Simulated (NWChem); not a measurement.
System: Cd

Input file for NWChem:

```
start job
memory heap 200 mb stack 900 mb global 1100 mb
geometry units angstroms noautosym nocenter noautoz
  Cd     0.000000     0.000000     0.000000
end
basis spherical
  * library def2-svpd
end
ecp
  Cd library def2-ecp
end
dft
  xc b3lyp
  iterations 150
  vectors input atomic output neutral.movecs
end
task dft energy
charge 1
dft
  odft
  mult 2
  vectors input atomic output cation.movecs
end
task dft energy
charge -1
dft
  odft
  mult 2
  vectors input atomic output anion.movecs
end
task dft energy
```

def2 effective core potentials on Cd; no spin-orbit coupling.

Ions are spin-unrestricted doublets at the neutral geometry; other ion states weren't tried.

Problem. Give the results of this calculation. (B3LYP/def2-SVPD with def2 effective core potentials on Cd, vertical spin-unrestricted ions.) Quantities: vertical ionisation energy, ΔSCF (eV); −ε(HOMO) (eV).

Solution. 
```json
{
  "vertical ionisation energy, ΔSCF (eV)": "9.11",
  "−ε(HOMO) (eV)": "6.35"
}
```
